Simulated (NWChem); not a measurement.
System: SiH3S2OCl; SMILES O[Si](S)(S)Cl

NWChem input:

```
start job
memory heap 200 mb stack 900 mb global 1100 mb
geometry units angstroms
  O     -0.193089     0.159146     1.852803
  Si    -0.047775     0.021395     0.243035
  S      0.194805     1.942600    -0.700550
  S      1.740671    -1.153226     0.068947
  Cl    -1.686816    -0.835817    -0.552362
  H     -0.909063     0.635284     2.270236
  H      1.409494     2.174934    -0.224798
  H      1.655215    -1.645641     1.293810
end
basis spherical
  * library def2-svp
end
dft
  xc pbe0
  iterations 150
end
driver
  maxiter 120
end
task dft optimize
task dft freq
```

The level has its own optimisation; frequencies are unscaled.

Task: Predict the main results of this run. (PBE0/def2-SVP.) Quantities: r O–Si (Å); r H–O (Å); r Cl–Si (Å); r H–S (Å); highest harmonic frequency (cm⁻¹); lowest (cm⁻¹); zero-point energy (kcal/mol); dipole (D).

Result: 
```
Property                           Value
---------------------------------  -----
r O–Si (Å)                         1.652
r H–O (Å)                          0.964
r Cl–Si (Å)                        2.066
r H–S (Å)                          1.353
highest harmonic frequency (cm⁻¹)   3905
lowest (cm⁻¹)                        121
zero-point energy (kcal/mol)        22.7
dipole (D)                          2.07
```
